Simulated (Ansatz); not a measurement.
Ideal-gas functions of `[Cl][SnH2][Cl]` at 600 K and 1 bar, from an Ansatz frequency run at PBE0-D4/def2-TZVP.

Molar mass 191.63 g/mol, point group C2v (symmetry number 2), electronic degeneracy 1, moments of inertia 93.314, 248.557, 333.306 u Å². Harmonic wavenumbers (cm⁻¹, unscaled): 114, 379, 382, 422, 509, 640, 673, 1985, 1999.

Use S(trans) = R[1.5 ln M + 2.5 ln T − 1.1517]; rotational temperatures θ = 24.2544 K / I; S(rot) = R[ln(√π/σ · √(T³/θAθBθC)) + 1.5]; for each mode x = 1.438777 ν̃/T, S = R[x/(eˣ − 1) − ln(1 − e⁻ˣ)] and H = RT x/(eˣ − 1); 1 cm⁻¹ = 0.0119627 kJ/mol; R = 8.31446 J/(mol·K).

Problem. By hand: the entropy, in J/(mol·K).

Solution. Translation 188.9. Rotation: θ = 0.2599, 0.0976, 0.0728 K, giving 117.4. Vibration, mode by mode: 19.12, 9.39, 9.33, 8.56, 7.15, 5.52, 5.18, 0.41, 0.40, in all 65.1. Electronic 0.0. Sum 371.4 J/(mol·K).

Problem. By hand: H − E and G − E in kJ/mol, counted from the electronic energy.

Solution. Zero-point energy ½ × 7103 × 0.0119627 = 42.5; thermal vibration 20.4; translation, rotation and pV give 4 RT = 20.0. H − E = 82.9 kJ/mol, and G − E = 82.9 − 600 × 371.4/1000 = -139.9 kJ/mol.

Vibration gives 18 % of the entropy, 19.1 J/(mol·K) of it from the mode under 150 cm⁻¹: soft modes count most, and the harmonic formula is weakest for them.
